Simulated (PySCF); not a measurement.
A calculated (UHF, PySCF 2.14, def2-TZVPPD, the non-relativistic Hamiltonian (point nucleus)) atom or ion has these occupied shells.

| shell | electrons | orbital energy (eV) | rms radius, mean of both spins (bohr) |
| --- | --- | --- | --- |
| 1s α | 1 | -9615.7 | 0.0591 |
| 1s β | 1 | -9615.6 | 0.0591 |
| 2s α | 1 | -1208.8 | 0.248 |
| 2s β | 1 | -1208.8 | 0.248 |
| 2p β | 3 | -1060.9 | 0.221 |
| 2p α | 3 | -1060.9 | 0.221 |
| 3s α | 1 | -155.20 | 0.742 |
| 3s β | 1 | -154.99 | 0.742 |
| 3p α | 3 | -106.27 | 0.782 |
| 3p β | 3 | -106.26 | 0.782 |
| 3d β | 5 | -23.038 | 0.999 |
| 3d α | 5 | -23.028 | 0.999 |
| 4s α | 1 | -10.771 | 3.00 |
| 4p α | 1 | -5.242 | 4.09 |

Q: Name the element and its charge.

A: Zn (zinc, neutral), in [Ar] 3d10 4s1 4p1, high-spin 3P determinant (an excited configuration).
